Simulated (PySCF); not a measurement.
Compound: C₂H₄N₂SSeSi.
Atom-mapped SMILES: `[SiH3:1][S:2][c:3]1[cH:4][n:5][se:6][n:7]1` (hydrogens: H8, H9, H10 on Si1; H11 on C4)

Computed with PySCF at PBE0/def2-SVPD, non-relativistic, on one gas-phase PBE0-D3(BJ)/def2-SVP geometry that isn't relaxed in the solvent. The solvent is an IEF-PCM continuum (cavity from Bondi-type radii × 1.2), and excitations are vertical TDDFT with non-equilibrium linear response and a frozen core. The model holds no explicit solvent molecules, cavitation or dispersion. Spin–orbit coupling is left out although an atom past zinc is present.

Gas-phase singlets (H = HOMO, L = LUMO):

```
state  E (eV)  λ (nm)      f  leading configurations
   S1   4.201     295  0.134                 H→L 97%
   S2   4.505     275  0.000               H→L+1 95%
   S3   4.904     253  0.000               H-2→L 96%
   S4   5.449     228  0.005               H→L+2 89%
   S5   5.550     223  0.001               H-3→L 94%
```

Q: How does the list change in chloroform (ε = 4.711)?

A: 
```json
{"state": "S1", "E (eV)": "4.141", "λ (nm)": "299", "f": "0.194", "leading configurations": "H→L 97%", "change by rank (eV)": "-0.060"}
{"state": "S2", "E (eV)": "4.550", "λ (nm)": "273", "f": "0.000", "leading configurations": "H→L+1 95%", "change by rank (eV)": "+0.045"}
{"state": "S3", "E (eV)": "4.963", "λ (nm)": "250", "f": "0.000", "leading configurations": "H-2→L 96%", "change by rank (eV)": "+0.059"}
{"state": "S4", "E (eV)": "5.498", "λ (nm)": "226", "f": "0.007", "leading configurations": "H→L+2 87%", "change by rank (eV)": "+0.049"}
{"state": "S5", "E (eV)": "5.527", "λ (nm)": "224", "f": "0.020", "leading configurations": "H-1→L 93%", "change by rank (eV)": "-0.023"}
```

Q: How does the list change in methanol (ε = 32.61)?

A: 
```csv
state,E (eV),λ (nm),f,leading configurations,change by rank (eV)
S1,4.158,298,0.183,H→L 97%,-0.043
S2,4.574,271,0.000,H→L+1 95%,+0.069
S3,4.992,248,0.000,H-2→L 96%,+0.088
S4,5.526,224,0.007,H→L+2 82%,+0.077
S5,5.537,224,0.019,H-1→L 92%,-0.013
```

Q: The ground-state energy changes by -0.151 eV from gas to methanol. By how much does the total energy of gas-phase S1 change?

A: E(S1) = E(S0) + excitation energy, so it changes by -0.151 − 0.043 = -0.194 eV: it is lowered more than the ground state, which is what a red shift means. This is the vertical state, with the slow part of the continuum still set for S0.

Q: How do the frontier levels move from gas to methanol?

A: 
```
orbital  gas (eV)  solvent (eV)  change (eV)                   Löwdin shares, gas               Löwdin shares, solvent
 LUMO+2     -0.25         -0.13        +0.12  S2 34 %, Si1 31 %, H8 10 %, H9 10 %  S2 35 %, Si1 30 %, H8 10 %, H9 10 %
 LUMO+1     -1.08         -0.95        +0.13   Se6 68 %, N7 12 %, N5 10 %, S2 4 %   Se6 67 %, N7 12 %, N5 10 %, S2 4 %
   LUMO     -2.00         -1.96        +0.04  N5 25 %, N7 21 %, Se6 19 %, C4 14 %  N5 24 %, N7 21 %, Se6 19 %, C4 14 %
   HOMO     -6.95         -6.91        +0.04    S2 36 %, Se6 31 %, C3 8 %, N7 7 %    S2 34 %, Se6 32 %, C3 9 %, C4 7 %
 HOMO-1     -8.46         -8.43        +0.03  Se6 26 %, S2 24 %, N7 16 %, C3 11 %  S2 26 %, Se6 24 %, N7 16 %, C3 12 %
 HOMO-2     -8.62         -8.66        -0.04    N5 40 %, N7 29 %, S2 8 %, Se6 7 %    N5 38 %, N7 29 %, S2 8 %, Se6 7 %
 HOMO-3     -9.20         -9.17        +0.03  N7 23 %, Se6 21 %, N5 16 %, S2 12 %  Se6 22 %, N7 22 %, N5 16 %, C4 12 %
```

The HOMO–LUMO gap goes from 4.95 to 4.95 eV.

The values belong to the conformer `[SiH3:1][S:2][c:3]1[cH:4][n:5][se:6][n:7]1`: Si1–S2–C3–C4 179°.
